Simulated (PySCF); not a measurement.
```xyz
3
charge 0 multiplicity 1, angstrom
S     0.0000    0.0000    0.0000
Tl    0.0000    0.0000    2.5092
Tl    0.0000    0.0000   -2.5092
```

All numbers come from PBE0 in PySCF with S def2-TZVP, Tl def2-TZVP with ECP60; scalar-relativistic core potentials, no spin–orbit coupling; density-fitted integrals.

This geometry of Tl2S is a stationary point at this level.

Question: What is the point group?

Answer: D∞h.

Question: Is it a minimum?

Answer: No: it has 2 imaginary modes (one degenerate set), at 40i cm⁻¹ (πu).

Question: List the harmonic modes with their infrared intensities.

Answer: 
| symmetry | ω (cm⁻¹) | IR (km/mol, summed over degenerate members) |
| --- | --- | --- |
| πu | 40i | – |
| σg+ | 110 | 0.0 |
| σu+ | 367 | 348 |

Question: Give the atomic charges and bond orders.

Answer: 
```tsv
atom	Mulliken	Löwdin	polar tensor	Mayer order to S1
S1	-0.75	-0.07	-1.40	–
Tl2,3	0.37	0.04	0.70	1.03
```

In D∞h the vibrations span πu + σg+ + σu+. The σg+ mode carries no infrared intensity, as symmetry demands. With a centre of inversion only u modes can be infrared active and only g modes Raman active.

This need not be the most stable arrangement of these atoms. At this level a singlet minimum of C2v symmetry lies 5 kJ/mol below this structure. Spin–orbit coupling, left out here, can matter for elements this heavy.
